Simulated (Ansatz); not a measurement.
One change: `[SiH3][AlH][Br]` becomes `[Br][AlH][Br]`.

Ansatz, PBE0-D4/def2-TZVP geometries, multiplicity 1. 

Scalar relativity is left out up to krypton.

| property | `[SiH3][AlH][Br]` |
| --- | --- |
| LUMO energy (PBE/def2-TZVPP) / eV | -2.83 |
| LUMO energy (B3LYP/def2-TZVPP) / eV | -2.26 |
| HOMO–LUMO gap (PBE/def2-TZVPP) / eV | 3.78 |
| size of the dipole moment (ωB97M-V/def2-TZVPP) / D | 1.27 |
| HOMO energy (ωB97M-V/def2-TZVPP) / eV | -9.72 |
| HOMO energy (B3LYP/def2-TZVPP) / eV | -7.51 |

(1) What does the change do to each property? (Estimate.)

Results:

(1) The calculation gave: 
| property | `[Br][AlH][Br]` | shift |
| --- | --- | --- |
| LUMO energy (PBE/def2-TZVPP) / eV | -2.39 | 0.44 |
| LUMO energy (B3LYP/def2-TZVPP) / eV | -1.83 | 0.43 |
| HOMO–LUMO gap (PBE/def2-TZVPP) / eV | 4.99 | 1.21 |
| size of the dipole moment (ωB97M-V/def2-TZVPP) / D | 0.93 | -0.34 |
| HOMO energy (ωB97M-V/def2-TZVPP) / eV | -10.85 | -1.13 |
| HOMO energy (B3LYP/def2-TZVPP) / eV | -8.37 | -0.86 |

With PBE0 the HOMO falls by 0.95 eV and the LUMO rises by 0.44 eV, so the gap widens by about 1.39 eV. PBE moves the HOMO by -0.78 eV and ωB97M-V by -1.13 eV. Dipoles are sizes alone; their direction can turn.

B3LYP here is the variant with VWN-RPA as its local correlation; programs differ in this.

Spin–orbit coupling is left out; it splits and shifts lone-pair levels of the heavy atoms by tenths of an eV.
